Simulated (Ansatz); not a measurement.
Geometry optimisation, RKS PBE0/def2-SVP in Ansatz.

Input file:

```yaml
crystal:
  periodic: [false, false, false]
  atoms:
    - { symbol: Al, position_ang: [0.03076, 0.39641, -0.131723] }
    - { symbol: F, position_ang: [-0.179691, 0.322669, 1.535595] }
    - { symbol: H, position_ang: [1.428488, 0.730426, -0.749695] }
    - { symbol: F, position_ang: [-1.35663, 0.388269, -1.039065] }
    - { symbol: "N", position_ang: [0.129358, -2.475897, 1.013787] }
    - { symbol: H, position_ang: [-0.644623, -3.133893, 0.940825] }
    - { symbol: H, position_ang: [0.956681, -2.990594, 1.306916] }
    - { symbol: H, position_ang: [-0.099742, -1.78989, 1.76026] }
basis:
  gaussian: { orbitals: def2-SVP }
hamiltonian:
  xc: pbe0
relax:
  f_tol: 0.03
  max_steps: 50
```

Run as:

```bash
$ ansatz run input.yaml --threads 2 --pin off --max-ram 3072MiB --backend cpu --events-out ev --progress --plain --runs-dir out
```

Question: Where does it end, and by what steps?

Answer: It converged. After 8 steps the energy has fallen by 1.173 eV; H6 moved furthest, 0.76 Å. Joined: Al1–N5 (3.09 → 2.04 Å).

```
step  energy less start (eV)  largest force component (eV/Å)  accepted
   0                  0.0000                           1.142       yes
   1                 -0.1861                           0.915       yes
   2                 -0.5484                           1.179       yes
   3                 -0.9411                           0.412       yes
   4                 -1.0582                           1.143       yes
   5                 -1.1566                           0.485       yes
   6                 -1.1585                           0.429       yes
   7                 -1.1717                           0.058       yes
   8                 -1.1726                           0.016       yes
```

```xyz
8
Properties=species:S:1:pos:R:3
Al 0.057 -0.097 0.181
F -0.235 0.675 1.646
H 1.456 0.136 -0.523
F -1.299 -0.298 -0.794
N 0.090 -1.994 0.924
H -0.654 -2.531 0.474
H 0.968 -2.500 0.806
H -0.118 -1.943 1.923
```

Whether the end is a true minimum wasn't checked by a vibrational analysis.

Time of the run: 17 s on 2 threads of Arm Neoverse V1, with other jobs on the host, peak memory 0.15 GiB.
